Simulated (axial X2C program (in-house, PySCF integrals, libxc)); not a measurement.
## InSe: properties at the nuclei

Calculated with an in-house all-electron X2C program for linear molecules (integrals from PySCF): two-component X2C with atomic mean-field Coulomb and Gaunt terms, Gaussian nuclei, basis In dyall-cv3z, Se dyall-cv3z with contracted cores.

R = 2.412 Å (near the PBE0 minimum at charge 0 of the determinant lowest at the starting distance; the state shown can have its own minimum elsewhere).

Determinant lowest in the PBE0 search, Ω = 1/2 (⟨Sz⟩ = 0.48, ⟨Lz⟩ = 0.02 at PBE0), spin on the atoms In 0.21, Se 0.26:

```json
{"level": "PBE0", "Eeff magnitude (GV/cm)": "12.7", "Ws magnitude In (kHz)": "15", "A∥/gI In (MHz)": "1670", "qzz In (a.u.)": "-2.43", "A∥/gI Se (MHz)": "153", "qzz Se (a.u.)": "5.45", "μ (D)": "-3.97"}
{"level": "HF", "Eeff magnitude (GV/cm)": "20.1", "Ws magnitude In (kHz)": "23.8", "A∥/gI In (MHz)": "296", "qzz In (a.u.)": "-3.57", "A∥/gI Se (MHz)": "90", "qzz Se (a.u.)": "3.45", "μ (D)": "-3.60"}
{"level": "BP86", "Eeff magnitude (GV/cm)": "11", "Ws magnitude In (kHz)": "13", "A∥/gI In (MHz)": "1930", "qzz In (a.u.)": "-1.94", "A∥/gI Se (MHz)": "258", "qzz Se (a.u.)": "5.29", "μ (D)": "-3.58"}
{"level": "BHandHLYP", "Eeff magnitude (GV/cm)": "14.1", "Ws magnitude In (kHz)": "16.8", "A∥/gI In (MHz)": "1200", "qzz In (a.u.)": "-2.80", "A∥/gI Se (MHz)": "77.9", "qzz Se (a.u.)": "5.15", "μ (D)": "-3.97"}
{"level": "PBE50", "Eeff magnitude (GV/cm)": "14.6", "Ws magnitude In (kHz)": "17.4", "A∥/gI In (MHz)": "1390", "qzz In (a.u.)": "-2.85", "A∥/gI Se (MHz)": "61.2", "qzz Se (a.u.)": "5.53", "μ (D)": "-4.26"}
```

Determinant 0.19 eV from it at PBE0 and this distance, Ω = 3/2 (⟨Sz⟩ = 0.50, ⟨Lz⟩ = 1.00 at PBE0), spin on the atoms In 0.01, Se 0.49:

```
    level  Eeff magnitude (GV/cm)  Ws magnitude In (kHz)  Ws magnitude Se (kHz)  A∥/gI In (MHz)  qzz In (a.u.)  A∥/gI Se (MHz)  qzz Se (a.u.)  μ (D)
     PBE0                   0.147                0.00648                 0.0419            42.9          -5.29             384          -2.87  -1.32
       HF                  0.0984                 0.0689                 0.0776            36.7          -5.77             377          -2.84  -1.29
     BP86                   0.104                0.00611                 0.0318            47.1          -5.05             396          -3.01  -1.24
BHandHLYP                    0.16                0.00915                 0.0431            39.6          -5.45             399          -2.91  -1.45
    PBE50                   0.173                0.00224                 0.0508            38.8          -5.53             388          -2.78  -1.36
```

Eeff is the effective electric field on the electron electric dipole moment in this Ω state and Ws the scalar–pseudoscalar constant of the nucleus named (defined with the proton number Z and per Ω); A∥ (defined per Ω) follows by multiplying with gI = μI/(I μN); qzz is the electric field gradient, eQq0 = 234.96 MHz × Q/barn × qzz; μ is positive if the Se end (last atom) is positive. The operators were transformed with the bare-nucleus X2C matrices; with these basis sets, hyperfine constants and field gradients can be off by tens of per cent, and where levels differ in sign neither size nor sign is settled.

**Question.** With Q(115In) = 0.772 barn (Q from Pyykkö, Mol. Phys. 2018), turn the PBE0 values of the first state into constants in MHz.

**Answer.** eQq0(115In) = 234.96 × (0.772) × (-2.43) = -441 MHz.

Each state is one determinant with collinear spin. Unrestricted Hartree–Fock can overshoot spin polarisation at the nuclei. At HF a later determinant lies lower. States lie within half an eV, so the first need not be the ground state. The sign of Ws at In differs between levels in the second state. Where a field gradient or hyperfine factor spreads by more than a factor of two over the levels, a constant derived from it is not to be relied on. PBE0 term energies can be off by some tenths of an eV.
